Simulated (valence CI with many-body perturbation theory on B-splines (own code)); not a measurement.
E1 transitions of Xe²⁺

Computed by configuration interaction combined with many-body perturbation theory (CI+MBPT): six valence electrons over a frozen Dirac-Fock core [Kr] 4d10, radial functions for each j: 9 s, 9 p, 8 d, 6 f, 3 g, 1 h, with the one-electron correlation potential Σ1 (screened to all orders), the two-electron term Σ2, the three-electron term Σ3, Breit, model QED; selected single and double excitations, second order for the rest, scaled by the run's own slope (own B-spline code, finite nucleus).

Set against measurement, 29 paired levels are off by 195 cm⁻¹ on average, the worst by 442. These come from a selection out of Saloman, J. Phys. Chem. Ref. Data 33, 765 (2004). Levels without a partner in it may be off by more. Among the levels kept, up to 1200 cm⁻¹ of a level comes from second order outside the variational space, and about a tenth of that is noise between levels of different J, which matters for small intervals.

Lines 1 to 50 of 65 in falling wavelength, among levels below 138267 cm⁻¹, chosen from the strongest by gf and those to the six lowest levels. Wavelengths and rates use the calculated energies, so an error of 200 cm⁻¹ moves a line at 1492 Å by 0.3 % and its rate by three times that or more. Electric multipoles are in the length gauge, E1 and E2 with the static RPA response of the core. Weak lines are less certain than strong ones. Lines between different terms over intervals too small for the method are left out, as are lines whose strength nearly cancels. The highest levels of a list are the least certain.

Names give the largest LS component (configuration and term), which can be under half, so a name can repeat, a term be missing and a line seem to break the LS rules; names also repeat where a configuration has a term twice. Letters in brackets count levels of one name in rising energy.

```
λ vac (Å)  λ from measured levels               Upper        Lower   A (s⁻¹)  S (a.u.) with core polarisation  S without
     1492                    1482         5s5p⁵ ³P°_1  5s²5p⁴ ¹S_0  1.81e+06                         8.90e-03   1.33e-02
     1317                    1310      5s²5p³5d ⁵D°_1  5s²5p⁴ ¹S_0  3.48e+05                         1.18e-03   1.77e-03
     1238                    1232         5s5p⁵ ³P°_2  5s²5p⁴ ¹D_2  9.00e+06                         4.21e-02   6.69e-02
     1210                    1206      5s²5p³5d ¹P°_1  5s²5p⁴ ¹S_0  2.11e+06                         5.54e-03   1.16e-02
     1170                    1165  5s²5p³5d ³D°_1 [a]  5s²5p⁴ ¹S_0  1.75e+05                         4.16e-04   9.08e-04
     1161                    1156         5s5p⁵ ³P°_1  5s²5p⁴ ¹D_2  9.55e+06                         2.21e-02   3.12e-02
     1135                    1130         5s5p⁵ ³P°_2  5s²5p⁴ ³P_1  2.81e+07                         1.01e-01   1.62e-01
     1118                    1117      5s²5p³6s ³S°_1  5s²5p⁴ ¹S_0  1.50e+04                         3.10e-05   1.03e-04
     1070                    1066         5s5p⁵ ³P°_1  5s²5p⁴ ³P_1  1.56e+07                         2.84e-02   5.02e-02
     1062                    1058      5s²5p³5d ⁵D°_3  5s²5p⁴ ¹D_2  1.85e+05                         7.65e-04   8.34e-04
     1059                    1055      5s²5p³5d ⁵D°_2  5s²5p⁴ ¹D_2  1.73e+06                         5.06e-03   5.75e-03
     1052                    1049      5s²5p³5d ⁵D°_1  5s²5p⁴ ¹D_2  5.37e+05                         9.27e-04   1.08e-03
     1052                    1048         5s5p⁵ ³P°_1  5s²5p⁴ ³P_0  2.19e+07                         3.78e-02   6.49e-02
     1030                    1030  5s²5p³5d ³D°_1 [b]  5s²5p⁴ ¹S_0  3.37e+05                         5.45e-04   1.04e-03
     1022                    1018         5s5p⁵ ³P°_2  5s²5p⁴ ³P_2  4.71e+07                         1.24e-01   2.24e-01
     1019                    1015         5s5p⁵ ³P°_0  5s²5p⁴ ³P_1  3.15e+07                         1.65e-02   3.33e-02
     1001                   998.6      5s²5p³5d ³D°_2  5s²5p⁴ ¹D_2  1.62e+05                         4.00e-04   1.40e-03
    982.8                   981.1      5s²5p³5d ¹P°_1  5s²5p⁴ ¹D_2  1.14e+07                         1.60e-02   5.45e-02
    980.3                   980.0      5s²5p³6s ³D°_1  5s²5p⁴ ¹S_0  2.18e+07                         3.04e-02   3.00e-02
    977.0                   974.1      5s²5p³5d ⁵D°_1  5s²5p⁴ ³P_1  2.68e+07                         3.70e-02   4.61e-02
    974.9                   971.8      5s²5p³5d ⁵D°_0  5s²5p⁴ ³P_1  7.94e+07                         3.63e-02   5.25e-02
    968.9                   965.5         5s5p⁵ ³P°_1  5s²5p⁴ ³P_2  3.33e+07                         4.48e-02   8.26e-02
    962.7                   960.3      5s²5p³5d ³D°_3  5s²5p⁴ ¹D_2  6.80e+05                         2.10e-03   2.28e-03
    962.0                   958.6      5s²5p³5d ⁵D°_1  5s²5p⁴ ³P_0  5.84e+06                         7.70e-03   1.17e-02
    959.0                   958.1      5s²5p³6s ⁵S°_2  5s²5p⁴ ¹D_2  1.94e+04                         4.22e-05   1.27e-04
    956.1                   954.0  5s²5p³5d ³D°_1 [a]  5s²5p⁴ ¹D_2  2.54e+06                         3.29e-03   6.79e-03
    932.5                   930.7      5s²5p³5d ³D°_2  5s²5p⁴ ³P_1  1.31e+07                         2.62e-02   2.58e-02
    931.9                   929.4      5s²5p³5d ³F°_2  5s²5p⁴ ¹D_2  1.95e+03                         3.90e-06   3.48e-06
    919.5                   917.3      5s²5p³5d ³F°_3  5s²5p⁴ ¹D_2  1.09e+07                         2.92e-02   3.17e-02
    916.8                   915.5      5s²5p³5d ¹P°_1  5s²5p⁴ ³P_1  4.16e+06                         4.74e-03   2.92e-03
    903.6                   901.7      5s²5p³5d ¹P°_1  5s²5p⁴ ³P_0  2.13e+07                         2.32e-02   3.15e-02
    899.4                   898.9      5s²5p³5d ³G°_3  5s²5p⁴ ¹D_2  4.24e+07                         1.07e-01   1.17e-01
    898.7                   896.0      5s²5p³5d ⁵D°_3  5s²5p⁴ ³P_2  5.49e+07                         1.38e-01   1.49e-01
    896.7                   894.0      5s²5p³5d ⁵D°_2  5s²5p⁴ ³P_2  6.21e+07                         1.11e-01   1.32e-01
    896.1                   895.4      5s²5p³6s ⁵S°_2  5s²5p⁴ ³P_1  1.11e+07                         1.97e-02   2.03e-02
    893.5                   891.8  5s²5p³5d ³D°_1 [a]  5s²5p⁴ ³P_1  7.10e+07                         7.49e-02   8.37e-02
    891.9                   889.3      5s²5p³5d ⁵D°_1  5s²5p⁴ ³P_2  6.96e+07                         7.31e-02   9.23e-02
    881.0                   878.8  5s²5p³5d ³D°_1 [a]  5s²5p⁴ ³P_0  6.73e+07                         6.82e-02   7.53e-02
    872.4                   870.3      5s²5p³5d ³F°_2  5s²5p⁴ ³P_1  1.61e+07                         2.63e-02   2.72e-02
    866.9                              5s²5p³5d ¹S°_0  5s²5p⁴ ³P_1  1.01e+06                         3.24e-04   5.27e-04
    862.9                   863.4      5s²5p³6s ³S°_1  5s²5p⁴ ³P_1  2.70e+08                         2.57e-01   2.25e-01
    860.8                   861.1  5s²5p³5d ³D°_1 [b]  5s²5p⁴ ¹D_2  1.03e+08                         9.72e-02   1.07e-01
    854.7                   853.0      5s²5p³5d ³D°_2  5s²5p⁴ ³P_2  1.58e+08                         2.43e-01   2.78e-01
    851.3                   851.2      5s²5p³6s ³S°_1  5s²5p⁴ ³P_0  3.41e+08                         3.12e-01   2.80e-01
    850.5                   850.6      5s²5p³6s ³D°_2  5s²5p⁴ ¹D_2  7.18e+07                         1.09e-01   8.75e-02
    841.5                   840.2      5s²5p³5d ¹P°_1  5s²5p⁴ ³P_2  1.29e+07                         1.14e-02   6.90e-03
    838.5                   838.4      5s²5p³5d ¹D°_2  5s²5p⁴ ¹D_2  1.37e+07                         2.00e-02   5.16e-03
    826.8                   824.9      5s²5p³5d ³D°_3  5s²5p⁴ ³P_2  1.29e+08                         2.52e-01   2.79e-01
    825.8                   826.1      5s²5p³6s ³D°_1  5s²5p⁴ ¹D_2  8.81e+07                         7.34e-02   6.46e-02
    824.0                   823.2      5s²5p³6s ⁵S°_2  5s²5p⁴ ³P_2  2.57e+08                         3.55e-01   3.44e-01
```
